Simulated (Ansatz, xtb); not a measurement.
## AlClFH3OSi: which of two isomers lies lower

Structure X is `[F][Al]([Cl])[O][SiH3]`, a singlet and structure Y is `F[SiH2][O][AlH][Cl]`, a singlet. Both are isolated molecules in the gas phase, relaxed with PBE0-D3(BJ)/def2-SVP; the shapes shown needn't be the lowest conformers.

X (Å):

```json
{"atom": "Al", "x (Å)": "1.3608", "y (Å)": "-0.2538", "z (Å)": "0.5827"}
{"atom": "Cl", "x (Å)": "2.0500", "y (Å)": "-1.8730", "z (Å)": "-0.5173"}
{"atom": "F", "x (Å)": "2.4725", "y (Å)": "0.6884", "z (Å)": "1.3606"}
{"atom": "O", "x (Å)": "-0.2681", "y (Å)": "0.1027", "z (Å)": "0.6904"}
{"atom": "Si", "x (Å)": "-1.8639", "y (Å)": "0.5025", "z (Å)": "0.8437"}
{"atom": "H", "x (Å)": "-2.1231", "y (Å)": "1.0445", "z (Å)": "2.2102"}
{"atom": "H", "x (Å)": "-2.2207", "y (Å)": "1.5372", "z (Å)": "-0.1713"}
{"atom": "H", "x (Å)": "-2.7103", "y (Å)": "-0.7081", "z (Å)": "0.6301"}
```

Y (Å):

```xyz
8

Al    1.0818    2.1224   -2.2362
Cl    3.1381    2.5192   -2.2342
F     0.1645   -1.5276   -0.7098
O     0.4698    1.0753   -1.0538
Si    0.1991   -0.0978    0.0524
H     1.3033   -0.1502    1.0446
H    -1.1281    0.1050    0.6860
H     0.1316    2.7938   -3.2835
```

Quicker runs give these differences E(Y) − E(X): GFN2-xTB +0.024 eV; HF/STO-3G +0.567 eV (at GFN2-xTB geometries); r2SCAN-D4/def2-SVP +0.360 eV (at GFN2-xTB geometries).

**Question.** Estimate E(Y) − E(X) at the level CCSD(T)/def2-SVP + ΔMP2/def2-TZVPP.

**Answer.** Calculated at CCSD(T)/def2-SVP + ΔMP2/def2-TZVPP: E(Y) − E(X) = +0.221 eV, so structure X lies lower.

The same difference at several levels:

```csv
level,geometry,E(Y) − E(X) (eV),departure from the last row (eV),"job, with rough time for the two"
GFN2-xTB,GFN2-xTB,+0.024,−0.197,"optimisation, 1.2 s"
HF/STO-3G,GFN2-xTB,+0.567,+0.346,"single point, 2.5 s"
r2SCAN-D4/def2-SVP,GFN2-xTB,+0.360,+0.139,"single point, 14 s"
PBE0-D3(BJ)/def2-SVP,PBE0-D3(BJ)/def2-SVP,+0.282,+0.061,"optimisation, 3.4 min"
HF/def2-SVP,PBE0-D3(BJ)/def2-SVP,+0.286,+0.065,part of the CCSD(T) run
MP2/def2-SVP,PBE0-D3(BJ)/def2-SVP,+0.346,+0.125,part of the CCSD(T) run
CCSD(T)/def2-SVP,PBE0-D3(BJ)/def2-SVP,+0.337,+0.116,single point
CCSD(T)/def2-SVP + ΔMP2/def2-TZVPP,PBE0-D3(BJ)/def2-SVP,+0.221,,"single point, 78 s"
```

As drawn, Y has 1 F–Si, 1 Al–H in place of 1 Al–F, 1 Si–H.

The levels shown agree on the order. The largest departure from CCSD(T)/def2-SVP + ΔMP2/def2-TZVPP is that of HF/STO-3G, 0.346 eV. A small imaginary or near-zero mode remains, so no thermal terms are given. The last row adds to CCSD(T) the change of the MP2 difference between the two basis sets, here −0.116 eV.

The correlated steps freeze 17 core orbitals. Programs: Ansatz 0.2.0, xtb 6.7.1; the last row on 1 thread of AMD EPYC (Zen 3) on a shared host.
